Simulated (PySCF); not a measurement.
Polarisability and C₆ of Gd²⁺ (gadolinium, charge +2)

[Xe] 4f7 5d1, high-spin 9D determinant. Computed with PySCF 2.14 in ANO-RCC-VTZP, with the spin-free X2C one-electron Hamiltonian (Gaussian nucleus). Coupled (time-dependent) response in atomic units; α is the mean over directions. The basis has no added diffuse functions, which lowers α and C₆.

| method | mean α (bohr³) | α xx, yy, zz | C₆ (like pair) | S(−4) |
| --- | --- | --- | --- | --- |
| UHF | 11.82 | 14.17, 14.17, 7.114 | 68.34 | 117.3 |

S(−4) is the Cauchy moment in α(ω) = α(0) + S(−4) ω² + …

Spin-orbit coupling is absent.

α(iu) at UHF:

```json
{"u (hartree)": "0", "α(iu) (bohr³)": "11.82"}
{"u (hartree)": "0.0500", "α(iu) (bohr³)": "11.54"}
{"u (hartree)": "0.100", "α(iu) (bohr³)": "10.86"}
{"u (hartree)": "0.200", "α(iu) (bohr³)": "9.330"}
{"u (hartree)": "0.300", "α(iu) (bohr³)": "8.173"}
{"u (hartree)": "0.500", "α(iu) (bohr³)": "6.660"}
{"u (hartree)": "0.750", "α(iu) (bohr³)": "5.341"}
{"u (hartree)": "1.00", "α(iu) (bohr³)": "4.332"}
{"u (hartree)": "1.50", "α(iu) (bohr³)": "2.954"}
{"u (hartree)": "2.00", "α(iu) (bohr³)": "2.130"}
{"u (hartree)": "3.00", "α(iu) (bohr³)": "1.273"}
{"u (hartree)": "5.00", "α(iu) (bohr³)": "0.6226"}
```

A single London oscillator, α(iu) = α/(1 + u²/ω²), gives C₆ = (3/4) ω α². Matching the computed C₆ needs ω = 4 × 68.34 / (3 × 11.82²) = 0.652 hartree.

For an ion, C₆ is the dispersion term alone; charge-induced terms of lower order in 1/R come first.

The components differ because the open shell of this determinant is not spherical; for a pure term their mean is the scalar polarisability.

Spin-orbit coupling, absent here, splits the open shell strongly.
